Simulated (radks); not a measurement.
The numbers below are computed, except where a source is named.
Excited configurations of Te IV: one electron is placed in a higher orbital outside [Kr] 4d10 5s2. The ground configuration is [Kr] 4d10 5s2 5p1. Code: a radial shooting solver on a logarithmic mesh with Libxc functionals. Model: scalar-relativistic Kohn-Sham, BLYP, spin-polarised, spherical densities, finite nucleus; open shells are filled with parallel spins first (spin-orbit coupling, left out, can overturn this in heavy ions); Fermi nuclear charge, rms radius 4.7423 fm. Excitation = E - E(ground); binding = E(ion) - E, where the ion is the core of charge +4; n* = 4/sqrt(2 binding) in atomic units, and the quantum defect is n - n*.

| outer orbital | excitation (eV) | binding (eV) | n* | quantum defect | eigenvalue (eV) | <r> (bohr) |
|---|---|---|---|---|---|---|
| 5d | 13.977 | 22.810 | 3.089 | 1.911 | -19.368 | 3.031 |
| 6p | 18.927 | 17.860 | 3.491 | 2.509 | -15.864 | 4.506 |
| 6f | 28.962 | 7.826 | 5.274 | 0.726 | -6.787 | 9.013 |
| 7s | 24.109 | 12.678 | 4.144 | 2.856 | -11.293 | 6.654 |
| 7d | 28.231 | 8.556 | 5.044 | 1.956 | -7.608 | 9.116 |
| 7f | 31.029 | 5.758 | 6.149 | 0.851 | -5.056 | 13.01 |

The Delta-SCF ionisation energy is 36.787 eV (NIST Atomic Spectra Database: 37.416 eV, measured). Self-interaction in the functional shifts the binding energies and quantum defects, so they are the method's values and not measured ones. Open shells are spherical and high-spin; term and fine-structure splittings are not resolved. Spin-orbit splitting is averaged out at the scalar-relativistic level.
